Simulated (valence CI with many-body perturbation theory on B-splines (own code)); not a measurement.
# Nd XLVIII in brief

Calculated by configuration interaction combined with many-body perturbation theory (CI+MBPT): three valence electrons over a frozen Dirac-Fock core [Ne], a basis of 9 s, 9 p, 8 d, 6 f, 3 g, 1 h functions for each j, with the one-electron correlation potential Σ1 (screened to all orders), the two-electron term Σ2, the three-electron term Σ3, Breit, model QED; selected single and double excitations, second order for the rest, scaled by the run's own slope (own B-spline code, finite nucleus).

No measured spectrum was set against this ion. As an estimate, large intervals hold to a few tenths of a per cent, small ones and those within an open d or f shell to about a per cent.

Levels are named by their leading jj configuration (3d3/2^4 stands for four electrons in 3d with j = 3/2), which in mixed levels can hold well under half, so a name can repeat and another be missing.

Rates and lifetimes use the calculated energies. Strong lines usually hold to 10 to 20 %, long lifetimes can be off by a factor of two.

What is the ground level?

(3s^2 3p1/2) J=1/2, composition 99 % 3s2 3p 2P°, g = 0.654.

Among levels below 590.29 eV, which E1 lines absorb most strongly from the ground level?

to (3s^2 3d3/2) J=3/2 at 3.960 nm, f = 0.373; to (3s 3p1/2 3p3/2) J=1/2 at 4.552 nm, f = 0.185; to (3s 3p1/2 3p3/2) J=3/2 at 4.693 nm, f = 0.114.

What are the static dipole polarisabilities of the lowest levels?

(3s^2 3p1/2) J=1/2 0.00777 bohr³, of which the core gives 0.000117.

Name the longest-lived excited levels whose lifetime is computed, and their main decay.

(3s 3p3/2 3d5/2) J=9/2 at 559.85 eV lives 98.8 ns, mostly by M1 to (3s 3p1/2 3d5/2) J=7/2; (3s^2 3p3/2) J=3/2 at 135.17 eV lives 83.2 ns, mostly by M1 to (3s^2 3p1/2) J=1/2.

What is the ionisation energy?

3998.4 eV; NIST lists 3997 ± 4 eV (theoretical).
